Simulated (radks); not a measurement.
All-electron atom: S9+ in [He] 2s2 2p3. Calculated with a radial shooting solver on a logarithmic mesh with Libxc functionals: non-relativistic Kohn-Sham, LDA (Slater exchange, Perdew-Wang correlation), spin-polarised, spherical densities, point nucleus; open shells are filled with parallel spins first.

Unscreened Slater integrals over Kohn-Sham orbitals (eV). They are taken over the spin-up orbitals.

integral,value
"F0(2p,2p)",63.661
"F2(2p,2p)",30.148
"F0(2p,2s)",58.823
"G1(2p,2s)",34.110
"F0(2p,1s)",87.160
"G1(2p,1s)",14.414
"F0(2s,2s)",55.688
"F0(2s,1s)",78.126
"G0(2s,1s)",7.1539
"F0(1s,1s)",262.70

Derived for the open shells (J is the average intra-shell exchange parameter used in DFT+U). 2p: J = F2/5 = 6.030 eV.
